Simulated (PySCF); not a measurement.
bromotrifluoromethane cation (CBrF3), SMILES C(F)(F)(Br)F (connectivity only; charge and spin as stated), charge +1, multiplicity 2. Atoms are numbered in the order given.

```xyz
5

F      1.3381    -0.6249     1.0743
C      1.1086    -0.0012     0.0000
F      1.3795     1.2307     0.0000
F      1.3381    -0.6249    -1.0743
Br    -1.2329     0.0051     0.0000
```
Charge +1, spin multiplicity 2.

Coordinates come from a PBE0-D3(BJ)/def2-SVP optimisation. A frequency run showed that this geometry is not a minimum. The multiplicity is an assumed one; other spin states were not compared.

Calculation: B3LYP/def2-TZVP (PySCF).

ESP charges are fitted to the potential on shells at 1.4 to 2.0 van der Waals radii. Atomic charges (e):

```csv
atom,Löwdin,Mulliken,ESP fit,Mulliken spin
F1,0.39,0.00,0.03,0.00
C2,-0.80,0.57,0.44,-0.03
F3,0.39,0.01,0.03,0.00
F4,0.39,0.00,0.03,0.00
Br5,0.63,0.42,0.46,1.03
```

Problem. Give the Mayer and Wiberg (Löwdin basis) orders of the bonds. (Estimate from the structure and the level; the computed values follow.)

Solution. 
```
bond    Mayer  Wiberg
------  -----  ------
F1–C2    1.31    2.04
C2–F3    1.32    2.05
C2–F4    1.31    2.04
C2–Br5   0.58    0.87
```
